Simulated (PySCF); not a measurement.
# 1,4-dimethyl-1,4-dihydropyrazine radical cation: computed EPR parameters against published values

Measured values to reproduce: a(14N N2/N5) 8.36 G [1]; a(1H H12/H13/H17/H18) -2.85 G [1]; a(1H H9 (×6)) 8.03 G [1]. Sources and the comparison follow the method.

Species: 1,4-dimethyl-1,4-dihydropyrazine radical cation, C₆H₁₀N₂ (charge +1 and doublet state).
Structure used (PBE0-D3(BJ)/def2-SVP), in Å, numbered top down from 1:
```
atom  x, y, z in Å
C1     2.8371    0.0896    0.1527
N2     1.3878    0.0386    0.0506
C3     0.6988    0.7575   -0.8926
C4    -0.6577    0.7098   -0.9619
N5    -1.3877   -0.0631   -0.0922
C6    -2.8412   -0.0685   -0.1207
C7    -0.6978   -0.7765    0.8575
C8     0.6570   -0.7293    0.9270
H9     3.2397    0.6726   -0.6831
H10    3.1371    0.5658    1.0983
H11    3.2536   -0.9269    0.1090
H12    1.2786    1.3664   -1.5858
H13   -1.2060    1.2804   -1.7110
H14   -3.2111   -1.0656    0.1503
H15   -3.2463    0.6737    0.5853
H16   -3.1876    0.1708   -1.1333
H17   -1.2795   -1.3841    1.5507
H18    1.2077   -1.2986    1.6759
```

The hyperfine couplings belong to this conformer and change with its torsions.

As a line formula: `CN1C=CN(C)C=C1` (1,4-dimethyl-1,4-dihydropyrazine radical cation) [SMILES of the parent framework; charge +1 and doublet state].

Method: UKS B3LYP, IGLO-III on C N, pcH-1 on H, non-relativistic, mean-field spin-orbit, GIAO (PySCF 2.14.0). Stability of the SCF solution: not tested.

| nucleus | computed a_iso (MHz) | published | in MHz | difference of magnitudes (MHz) | source |
| --- | --- | --- | --- | --- | --- |
| 14N N2/N5 | 17.6 | 8.36 G | 23.4 | -5.8 | [1] |
| 1H H12/H13/H17/H18 | -8.5 | -2.85 G | -8.0 | +0.5 | [1] |
| 1H H9 (×6) | 26.7 | 8.03 G | 22.5 | +4.2 | [1] |

Values published in field units are turned into MHz with the computed g_iso.

Sources: [1] measured, solution (EPR); Hermosilla, Calle, Garcia de la Vega, RSC Adv. 2015, Modeling EPR parameters of nitrogen containing conjugated radical cations.

In relative terms the largest miss is 14N N2/N5, by 25 %. The measured numbers hold vibrational averaging and, outside the gas phase, effects of the matrix or solvent; the computed ones belong to one rigid, isolated geometry and carry the errors of functional and basis. An EPR spectrum gives magnitudes, so published signs often rest on theory.

The largest Mulliken spin populations are on N2 (+0.32), N5 (+0.32), C4 (+0.11) and C8 (+0.10).

The unrestricted determinant has ⟨S²⟩ = 0.7565 (exact 0.7500), so spin contamination is small.
